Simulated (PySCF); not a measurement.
# Where the electron goes

C₆H₄O₂.
Z-matrix (Å and degrees, GFN2-xTB geometry), rows numbered from 1:
```
C 
C   1  1.3658
C   2  1.4132  1  104.09
O   3  1.3446  2  142.66  1   179.87
C   4  1.3570  3  105.41  2  -179.83
C   5  1.3658  4  113.17  3    -0.01
C   3  1.3907  2  106.87  1     0.03
O   7  1.3446  3  110.47  2    -0.05
H   1  1.0718  2  130.44  3  -179.99
H   2  1.0695  1  127.11  3   179.96
H   5  1.0717  4  116.36  3   179.97
H   6  1.0694  5  127.08  4   179.95
```

Theory: TDDFT CAM-B3LYP/def2-SVPD, vertical, gas phase, core orbitals frozen in the response in PySCF 2.14.0, density-fitted response routines.

Frontier orbitals with the atoms that hold most of them (Löwdin shares over 4%, at most four atoms; ? is withheld):

```json
{"orbital": "HOMO-3", "ε (eV)": "-11.44", "atoms": "C3 19%, C7 19%, O8 18%, O4 18%"}
{"orbital": "HOMO-2", "ε (eV)": "-9.99", "atoms": "C2 20%, C6 20%, C1 12%, C5 12%"}
{"orbital": "HOMO-1", "ε (eV)": "-9.09", "atoms": "O8 21%, O4 21%, C6 13%, C2 13%"}
{"orbital": "HOMO", "ε (eV)": "-7.30", "atoms": "?"}
{"orbital": "LUMO", "ε (eV)": "0.69", "atoms": "?"}
{"orbital": "LUMO+1", "ε (eV)": "1.53", "atoms": "C1 13%, C5 13%, C2 13%, C6 13%"}
{"orbital": "LUMO+2", "ε (eV)": "1.79", "atoms": "C5 15%, C1 15%, O4 11%, O8 11%"}
```

Question: Give the leading atoms of the LUMO.

Answer: C1 (bonded to C, O and H) 18%; C5 (bonded to C, O and H) 18%; C2 (bonded to 2 C and H) 11%; C6 (bonded to 2 C and H) 11%.

Question: Which atoms hold the HOMO, and with what shares?

Answer: C1 (bonded to C, O and H) 20%; C5 (bonded to C, O and H) 20%; C7 (bonded to 2 C and O) 14%; C3 (bonded to 2 C and O) 14%.

Question: The HOMO–LUMO gap is 7.98 eV. Where does the response calculation put the lowest singlet, and from which orbitals?

Answer: S1 is at 5.33 eV (f = 0.375), 2.65 eV below the gap, made of HOMO→LUMO (96%). Without the coupling terms of the response equations the lowest excitation would equal the gap.

Question: One configuration dominates each of S1, S2 and S4. Which, and how do the shares of the two leading atoms of either orbital change from the occupied to the empty one?

Answer: 
- S1 (5.33 eV, f 0.375), HOMO→LUMO (96%): C1 20% → 18%, C5 20% → 18%
- S2 (5.99 eV, f 0.012), HOMO→LUMO+1 (91%): C1 20% → 13%, C5 20% → 13%
- S4 (6.58 eV, f 0.044), HOMO-1→LUMO (80%): O8 21% → at most 11%, O4 21% → at most 11%, C1 at most 14% → 18%, C5 at most 14% → 18%

Löwdin shares depend on the basis, the more so with diffuse functions.
